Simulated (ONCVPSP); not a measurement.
# Potentials for phosphorus compared

Generated with ld1.x 7.5 (TM, RRKJ, ultrasoft, PAW), atompaw 4.2 or ONCVPSP 4.0.1. The cutoff is in Ry: for ld1.x and atompaw files where the sum of valence levels is converged to 10 mRy in a Bessel basis, for ONCV files where the hardest occupied wave has 1 mHa per electron of residual kinetic energy. The error is the largest all-electron minus pseudo excitation energy over each file’s own four to seven test configurations (ionisations up to +4, promotions, holes and added fractions of an electron), all of which were solved. The labels leave out finer settings (local radius, basis sizes, second energies), which also bear on the numbers. Spin-polarised tests are not counted. The rows are a selection from randomly drawn settings: files with unsolved tests, undetermined cutoffs or missed reference levels are left out.

A true bound ghost makes a file unfit for plane-wave use even where its test errors are small: the radial tests pick states by their node count and pass the ghost by.

```csv
potential,cutoff (Ry),largest error (meV),bound ghosts
"ONCV, BLYP, scalar-relativistic, rc 0.80/0.85 (sp), local smoothed, core correction yes, reference 2s2 2p6 3s2 3p1, qcut 13.7/19.3, projectors 3/3",260,+348,none
"ONCV, PBE, scalar-relativistic, rc 1.60/1.80 (sp), local smoothed, core correction yes, reference 3s2 3p3, qcut 3.6/3.7, projectors 3/2",60,+41,none
"ONCV, LDA (Perdew-Wang 92), scalar-relativistic, rc 1.05/0.75 (sp), local smoothed, core correction yes, reference 2s2 2p6 3s1 3p4, qcut 12.6/14.9, projectors 2/2",208,-509,none
"ONCV, PBE, scalar-relativistic, rc 1.70/1.40/1.80 (spd), local smoothed, core correction yes, reference 3s1 3p4, qcut 3.5/6.9/6.2, projectors 3/2/2",59,+30,p
```

(1) Fill in the row for P: ONCV, PBE, scalar-relativistic, rc 1.50/1.50/1.68 (spd), local p, core correction yes, reference 3s1 3p4, qcut 5.3/5.9/7.7, projectors 2/0/1.

## Answers

(1) cutoff 21 Ry, largest error +159 meV, bound ghosts: none.
